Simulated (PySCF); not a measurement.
**Correlation energy of Al (aluminium, neutral)**

[Ne] 3s1 3p2, high-spin 4P determinant (an excited configuration). Calculation: PySCF 2.14, in aug-cc-pVQZ-DK (7s6p4d3f2g, 84 functions); the spin-free X2C one-electron Hamiltonian (Gaussian nucleus). Frozen: [Ne]; 3 electrons correlated.

| level | correlation energy (mhartree) |
| --- | --- |
| CCSD | -14.71 |
| (T) | -0.16 |
| CCSD(T) | -14.87 |

Diagnostics: T1 = 0.0042, D1 = 0.0094, largest double amplitude 0.058.

Cost of the coupled-cluster step: about 8 core-seconds, for 3 correlated electrons.

Iterations:

```
CC2 = 0
CCSD nocc = (np.int64(3), np.int64(0)), nmo = (79, 79)
frozen orbitals [[0, 1, 2, 3, 4], [0, 1, 2, 3, 4]]
max_cycle = 100
direct = 0
conv_tol = 1e-08
conv_tol_normt = 1e-06
diis_space = 8
diis_start_cycle = 0
Init t2, MP2 energy = -0.00952971375158424
Init E_corr(UCCSD) = -0.00952971375208922
cycle = 1  E_corr(UCCSD) = -0.0126745003261266  dE = -0.00314478657  norm(t1,t2) = 0.0327456
cycle = 2  E_corr(UCCSD) = -0.0138581273304486  dE = -0.001183627  norm(t1,t2) = 0.0139811
cycle = 3  E_corr(UCCSD) = -0.0147137836840657  dE = -0.000855656354  norm(t1,t2) = 0.00629807
cycle = 4  E_corr(UCCSD) = -0.0147033619679437  dE = 1.04217161e-05  norm(t1,t2) = 0.00065199
cycle = 5  E_corr(UCCSD) = -0.0147058748726212  dE = -2.51290468e-06  norm(t1,t2) = 9.6419e-05
cycle = 6  E_corr(UCCSD) = -0.0147048235036137  dE = 1.05136901e-06  norm(t1,t2) = 1.65752e-05
cycle = 7  E_corr(UCCSD) = -0.0147053245511753  dE = -5.01047562e-07  norm(t1,t2) = 3.46915e-06
cycle = 8  E_corr(UCCSD) = -0.0147051792451106  dE = 1.45306065e-07  norm(t1,t2) = 8.8075e-07
cycle = 9  E_corr(UCCSD) = -0.0147051973270815  dE = -1.80819709e-08  norm(t1,t2) = 2.20611e-07
cycle = 10  E_corr(UCCSD) = -0.0147052099016477  dE = -1.25745662e-08  norm(t1,t2) = 9.0825e-08
cycle = 11  E_corr(UCCSD) = -0.0147052095856826  dE = 3.15965087e-10  norm(t1,t2) = 6.8662e-09
UCCSD converged
E(UCCSD) = -242.2417093620923  E_corr = -0.01470520958568261
UCCSD(T) correction = -0.00015882552286517
```
